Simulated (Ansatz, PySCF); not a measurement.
This Ansatz (a first-principles code) input computes a B3LYP/def2-TZVPD energy:

Ansatz 0.2 input:
```yaml
crystal:
  periodic: [false, false, false]
  atoms:
    - {symbol: Si, position_ang: [0.53290561, 0.03118693, 0.63429072]}
    - {symbol: Cl, position_ang: [0.31743609, 1.97994518, -0.04389869]}
    - {symbol: Cl, position_ang: [2.09307401, -0.87215456, -0.37493135]}
    - {symbol: O, position_ang: [-0.82840609, -0.78918747, 0.34053030]}
    - {symbol: Si, position_ang: [-2.38117415, -0.76194177, -0.23521936]}
    - {symbol: H, position_ang: [-3.14880489, 0.28876598, 0.46538688]}
    - {symbol: H, position_ang: [-2.96963826, -2.08891924, 0.03060614]}
    - {symbol: H, position_ang: [-2.35722053, -0.48821953, -1.68712403]}
basis:
  gaussian:
    orbitals: def2-TZVPD
hamiltonian:
  xc: {name: B3LYP}
magnetization: {spin_polarized: true, initial_magnetization: 1}
output: {forces: true}
```

Task: Write an input for the same energy in PySCF and say what it gives.

Result: 
```python
from pyscf import gto, scf, dft

mol = gto.M(
    atom='''
    Si    0.53290561    0.03118693    0.63429072
    Cl    0.31743609    1.97994518   -0.04389869
    Cl    2.09307401   -0.87215456   -0.37493135
    O    -0.82840609   -0.78918747    0.34053030
    Si   -2.38117415   -0.76194177   -0.23521936
    H    -3.14880489    0.28876598    0.46538688
    H    -2.96963826   -2.08891924    0.03060614
    H    -2.35722053   -0.48821953   -1.68712403
    ''',
    basis='def2-tzvpd',
    charge=0,
    spin=1,
    verbose=4,
)

mf = dft.UKS(mol, xc='b3lyp').density_fit(auxbasis='def2-universal-jkfit')
mf.grids.level = 3
mf.conv_tol = 1e-9
mf.max_cycle = 100
mf.max_memory = 1500
mf.kernel()
if not mf.converged:
    mf = mf.newton()
    mf.kernel(mf.make_rdm1())
for _ in range(2):
    mo, _, stable, _ = mf.stability(return_status=True)
    if stable:
        break
    mf.kernel(mf.make_rdm1(mo, mf.mo_occ))
mf.analyze()
```
It gives -1576.71202 Eh, and Ansatz -1576.71195 Eh, a difference of 0.07 mEh, from the treatment of integrals and grids.

It need not be the lowest isomer of its formula.
